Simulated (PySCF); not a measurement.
H7PSSi2.
Numbering: `[SiH3:1][S:2][SiH2:3][PH2:4]` (hydrogens: H5, H6, H7 on Si1; H8, H9 on Si3; H10, H11 on P4)

The same species was optimised twice, with GFN2-xTB and with PBE0-D3(BJ)/def2-SVP (PySCF), and the same property calculations (PySCF, gas phase) were run on both structures.

```csv
coordinate,GFN2-xTB,PBE0-D3(BJ)/def2-SVP,change
P4–H11 (Å),1.384,1.428,+0.044
P4–H10 (Å),1.385,1.429,+0.044
Si1–H5 (Å),1.450,1.490,+0.040
Si1–H7 (Å),1.459,1.495,+0.036
Si3–H9 (Å),1.455,1.490,+0.035
Si1–H6 (Å),1.459,1.493,+0.034
Si3–H8 (Å),1.461,1.494,+0.033
Si3–P4 (Å),2.244,2.261,+0.017
Si1–S2 (Å),2.151,2.151,0.000
S2–Si3 (Å),2.156,2.156,0.000
Si1–S2–Si3 (°),105.6,99.5,-6.1
S2–Si1–H6 (°),108.1,111.8,+3.7
H5–Si1–H6 (°),113.0,109.5,-3.5
S2–Si1–H5 (°),102.9,106.3,+3.4
H5–Si1–H7 (°),113.6,110.3,-3.3
H8–Si3–H9 (°),113.1,110.1,-3.0
S2–Si3–H8 (°),107.5,110.3,+2.8
S2–Si3–H9 (°),102.7,104.8,+2.1
Si1–S2–Si3–P4 (°),-47,-57,-10
```

Rotational constants: A = 3686, B = 1446, C = 1119 MHz (GFN2-xTB) against A = 3671, B = 1455, C = 1149 MHz (PBE0-D3(BJ)/def2-SVP). Point groups within 0.08 Å: C1 and C1.

On the GFN2-xTB structure: HOMO (eV) -7.20 [PBE0/pcSseg-1]; LUMO (eV) -0.27 [PBE0/pcSseg-1]; dipole (D) 1.48 [PBE0/pcSseg-1]; GIAO shielding of Si1 (ppm) 409.7 [PBE0/pcSseg-1]; GIAO shielding of S2 (ppm) 800.3 [PBE0/pcSseg-1]; GIAO shielding of Si3 (ppm) 378.1 [PBE0/pcSseg-1]; GIAO shielding of P4 (ppm) 594.0 [PBE0/pcSseg-1].

What do these properties become on the PBE0-D3(BJ)/def2-SVP structure?

```csv
property,level,on GFN2-xTB,on PBE0-D3(BJ)/def2-SVP,change
HOMO (eV),PBE0/pcSseg-1,-7.20,-7.34,-0.14
LUMO (eV),PBE0/pcSseg-1,-0.27,-0.38,-0.11
dipole (D),PBE0/pcSseg-1,1.48,1.16,-0.32
"energy, GFN2-xTB geometry as zero (kcal/mol)",PBE0/pcSseg-1,0.0,-3.0,-3.0
GIAO shielding of Si1 (ppm),PBE0/pcSseg-1,409.7,402.6,-7.1
GIAO shielding of S2 (ppm),PBE0/pcSseg-1,800.3,790.4,-9.9
GIAO shielding of Si3 (ppm),PBE0/pcSseg-1,378.1,372.4,-5.7
GIAO shielding of P4 (ppm),PBE0/pcSseg-1,594.0,570.2,-23.8
```

The heavy atoms differ by 0.079 Å rms after alignment. Among all bonds P4–H10 and P4–H11 change most and about equally (+0.044 Å). Changes are differences of the printed values. Neither structure is proved a minimum here.

Conformer computed: `[SiH3:1][S:2][SiH2:3][PH2:4]`: Si1–S2–Si3–P4 -57°, H–P4–Si3–S2 57°, H–P4–Si3–S2 -38°.
